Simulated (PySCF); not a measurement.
# Spin-rotation constants: `OCc1cccc2c1C2`, C$_{8}$H$_{8}$O

Molfile (atoms numbered from 1):
```
C8H8O
     RDKit          3D

 17 18  0  0  0  0  0  0  0  0999 V2000
   -2.6481   -1.3510    0.4638 O   0  0  0  0  0  0  0  0  0  0  0  0
   -1.6956   -1.2327   -0.5719 C   0  0  0  0  0  0  0  0  0  0  0  0
   -0.5926   -0.2601   -0.2455 C   0  0  0  0  0  0  0  0  0  0  0  0
   -0.8710    1.0706    0.1495 C   0  0  0  0  0  0  0  0  0  0  0  0
    0.1141    1.9827    0.4699 C   0  0  0  0  0  0  0  0  0  0  0  0
    1.4895    1.6682    0.4311 C   0  0  0  0  0  0  0  0  0  0  0  0
    1.7231    0.3870    0.0575 C   0  0  0  0  0  0  0  0  0  0  0  0
    0.7387   -0.5264   -0.2587 C   0  0  0  0  0  0  0  0  0  0  0  0
    2.1537   -0.9857   -0.3251 C   0  0  0  0  0  0  0  0  0  0  0  0
   -2.1918   -1.6014    1.2748 H   0  0  0  0  0  0  0  0  0  0  0  0
   -1.2606   -2.2133   -0.8141 H   0  0  0  0  0  0  0  0  0  0  0  0
   -2.2614   -0.8803   -1.4399 H   0  0  0  0  0  0  0  0  0  0  0  0
   -1.9072    1.3700    0.2042 H   0  0  0  0  0  0  0  0  0  0  0  0
   -0.1777    2.9804    0.7629 H   0  0  0  0  0  0  0  0  0  0  0  0
    2.2439    2.3989    0.6809 H   0  0  0  0  0  0  0  0  0  0  0  0
    2.5240   -1.6527    0.4462 H   0  0  0  0  0  0  0  0  0  0  0  0
    2.6120   -1.1423   -1.2955 H   0  0  0  0  0  0  0  0  0  0  0  0
  1  2  1  0
  2  3  1  0
  3  4  1  0
  4  5  2  0
  5  6  1  0
  6  7  2  0
  7  8  1  0
  8  9  1  0
  8  3  2  0
  9  7  1  0
  1 10  1  0
  2 11  1  0
  2 12  1  0
  4 13  1  0
  5 14  1  0
  6 15  1  0
  9 16  1  0
  9 17  1  0
M  END
```

Method: GIAO BHandHLYP/def2-SVP magnetisability, rotational g tensor and spin-rotation constants, non-relativistic, gas phase (PySCF). Geometry: GFN2-xTB.

Give the nuclear spin-rotation constants along the inertial axes (H = +C I·J) beside the isotropic shieldings.

Rotational constants 3.0232, 1.3447, 0.9819 GHz. A star marks the isotopologue with that one atom substituted, in its own axes.
```
atom  isotope  Caa (kHz)  Cbb (kHz)  Ccc (kHz)  mean (kHz)  σ (ppm)
 H10       1H     -0.356     -0.183     -0.003      -0.180     31.8
 H11       1H     -0.292      0.073     -0.093      -0.104     27.3
 H12       1H     -0.225     -0.121      0.027      -0.107     27.2
 H13       1H      0.020      0.000     -0.095      -0.025     24.5
 H14       1H     -0.307      0.140     -0.098      -0.088     24.8
 H15       1H      0.228     -0.109     -0.091       0.009     24.8
 H16       1H     -0.326     -0.068     -0.012      -0.135     28.7
 H17       1H     -0.292     -0.063     -0.026      -0.127     28.7
  O1     17O*     -0.204     -0.128     -0.069      -0.134    300.5
  C2     13C*      0.588      0.257      0.186       0.344    133.9
  C3     13C*      1.198      0.521      0.099       0.606     68.1
  C4     13C*      1.196      0.533      0.098       0.609     66.0
  C5     13C*      1.020      0.600      0.098       0.573     66.9
  C6     13C*      1.147      0.455      0.084       0.562     84.5
  C7     13C*      1.016      0.722      0.015       0.584     66.6
  C8     13C*      1.161      0.636      0.022       0.606     69.1
  C9     13C*      0.381      0.244      0.062       0.229    178.5
```
For the geometry as given, no vibrational averaging.
